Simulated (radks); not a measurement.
The numbers below are computed, except where a source is named.
Q: Ionisation of Hf3+, [Xe] 4f14 5d1, to Hf4+, [Xe] 4f14, under several functionals. Dirac Kohn-Sham, spin-unpolarised, spherical densities, finite nucleus; open shells fill j = l - 1/2 first; a radial shooting solver on a logarithmic mesh with Libxc functionals. The NIST Atomic Spectra Database gives 33.37 eV (semi-empirical). Rank these functionals by the error of their Delta-SCF ionisation energy: OLYP; exchange-only PBE; Wu-Cohen GGA; RPBE; SOGGA.

A: From best to worst: OLYP 33.287 eV (-0.083); Wu-Cohen GGA 33.237 eV (-0.133); RPBE 33.179 eV (-0.191); SOGGA 33.118 eV (-0.252); exchange-only PBE 32.292 eV (-1.078). Spin polarisation and multiplet splitting are left out, so open shells lie too high by an amount that depends on their filling.

Beside tabulated values, note that spin-unpolarised runs miss the spin-polarisation part of the exchange energy of open shells.
